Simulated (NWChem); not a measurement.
# C$_{2}$H$_{5}$FN$_{2}$Si; SMILES C1[Si@H]([C@H](N=1)F)N

```xyz
11

N      0.7060     1.9388     0.4854
Si    -0.2321     0.8358    -0.4235
C     -1.5241    -0.2569     0.4334
N     -0.9179    -1.3794     0.2572
C      0.2912    -1.0232    -0.4991
F      1.4189    -1.3585     0.2038
H      1.1931     1.6818     1.3350
H      0.9792     2.8465     0.1334
H     -0.6281     1.5640    -1.6688
H     -2.4970    -0.2259     0.9471
H      0.3124    -1.5756    -1.4559
```
Atoms are numbered in this order, from 1.

Structure relaxed at the PBE0/def2-SVP level.

Problem. List the 4 lowest vertical singlet excitations from B3LYP/6-31+G* (spherical d), TDA (NWChem).

Solution. 
| state | energy (eV) | oscillator strength | leading excitation (squared amplitude) |
|---|---|---|---|
| S1 | 4.09 | 0.000 | HOMO → LUMO (0.97) |
| S2 | 4.87 | 0.001 | HOMO−1 → LUMO (0.97) |
| S3 | 5.75 | 0.009 | HOMO → LUMO+1 (0.96) |
| S4 | 6.05 | 0.033 | HOMO−1 → LUMO+1 (0.80) |
